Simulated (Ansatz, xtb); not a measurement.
Isomers of C4H6FNO in order of energy

3 gas-phase structures of C4H6FNO, from a drawn sample of its isomers (lower ones may exist). Each was relaxed with GFN2-xTB; where two conformers were screened, the lower at r2SCAN-D4/def2-SVP is listed:

A. `OC1=C[C@@H](F)CN1`, a singlet
B. `O=C1C[C@@H](F)CN1`, a singlet
C. `OC1=NC[C@@H](F)C1`, a singlet

Estimate their order in r2SCAN-D4/def2-SVP energy at these geometries, lowest first.

Calculated order at r2SCAN-D4/def2-SVP: B (0.0), C (15.5), A (28.7) kcal/mol.

Energies above the lowest of each column, in kcal/mol; the last columns are at B3LYP-D3(BJ)/def2-SVP geometries:

```json
{"structure": "B", "GFN2-xTB": "0.0", "HF/STO-3G": "0.0", "r2SCAN-D4/def2-SVP": "0.0", "B3LYP-D3(BJ)/def2-SVP": "0.0", "CCSD(T)/def2-SVP + ΔMP2/def2-TZVPP": "0.0"}
{"structure": "C", "GFN2-xTB": "8.7", "HF/STO-3G": "5.3", "r2SCAN-D4/def2-SVP": "15.5", "B3LYP-D3(BJ)/def2-SVP": "14.8", "CCSD(T)/def2-SVP + ΔMP2/def2-TZVPP": "10.3"}
{"structure": "A", "GFN2-xTB": "23.1", "HF/STO-3G": "25.9", "r2SCAN-D4/def2-SVP": "28.7", "B3LYP-D3(BJ)/def2-SVP": "28.0", "CCSD(T)/def2-SVP + ΔMP2/def2-TZVPP": "23.7"}
```

Every level run on B puts it lowest or level with the lowest. Flexible structures stand in one conformer each, not always the lowest. The ΔMP2 step shifts differences by up to 4.9 kcal/mol, which makes them less sure. ΔMP2 is the change of the MP2 energy from the smaller to the larger basis.

Programs: Ansatz 0.2.0, xtb 6.7.1.
